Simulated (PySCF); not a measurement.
Isomers of C5H5OP, mass 112.008 u with the commonest isotopes. Theory: CAM-B3LYP/def2-SVPD in PySCF (dipole) on a GFN2-xTB geometry, gas phase. One conformer each, none proved a minimum here; rigid rotors.

**Question.** Order these by rotational constant B, largest first.
A. `[CH2:1]=[P:2][c:3]1[cH:4][cH:5][o:6][cH:7]1` with C1–P2–C3–C4 -150°
B. `[CH2:1]=[P:2][c:3]1[cH:4][cH:5][cH:6][o:7]1` with C1–P2–C3–C4 180°
C. `[CH2:1]=[CH:2][c:3]1[cH:4][p:5][cH:6][o:7]1` with C1–C2–C3–C4 180°

**Answer.** B (1611 MHz), C (1521 MHz), A (1489 MHz).

**Question.** Order these by radius of gyration √(Σ m r²/M), largest first.
A. `[CH2:1]=[CH:2][c:3]1[cH:4][p:5][cH:6][o:7]1` with C1–C2–C3–C4 180°
B. `[CH2:1]=[P:2][c:3]1[cH:4][cH:5][cH:6][o:7]1` with C1–P2–C3–C4 180°
C. `[CH2:1]=[P:2][c:3]1[cH:4][cH:5][o:6][cH:7]1` with C1–P2–C3–C4 -150°

**Answer.** C (1.921 Å), A (1.899 Å), B (1.875 Å).

**Question.** Order these by dipole moment, largest first.
A. `[CH2:1]=[CH:2][c:3]1[cH:4][p:5][cH:6][o:7]1` with C1–C2–C3–C4 180°
B. `[CH2:1]=[P:2][c:3]1[cH:4][cH:5][o:6][cH:7]1` with C1–P2–C3–C4 -150°
C. `[CH2:1]=[P:2][c:3]1[cH:4][cH:5][cH:6][o:7]1` with C1–P2–C3–C4 180°

**Answer.** C (1.57 D), A (1.20 D), B (0.70 D).

| SMILES | point group | Ia (u·Å²) | Ib (u·Å²) | Ic (u·Å²) | κ | μa (D) | μb (D) | μc (D) |
| --- | --- | --- | --- | --- | --- | --- | --- | --- |
| C=Pc1ccco1 | Cs | 79.96 | 313.65 | 393.61 | -0.87 | 1.54 | 0.32 | 0.00 |
| C=Cc1cpco1 | Cs | 71.69 | 332.30 | 403.99 | -0.91 | 1.18 | 0.20 | 0.00 |
| C=Pc1ccoc1 | C1 | 79.22 | 339.41 | 407.72 | -0.90 | 0.54 | 0.31 | 0.33 |
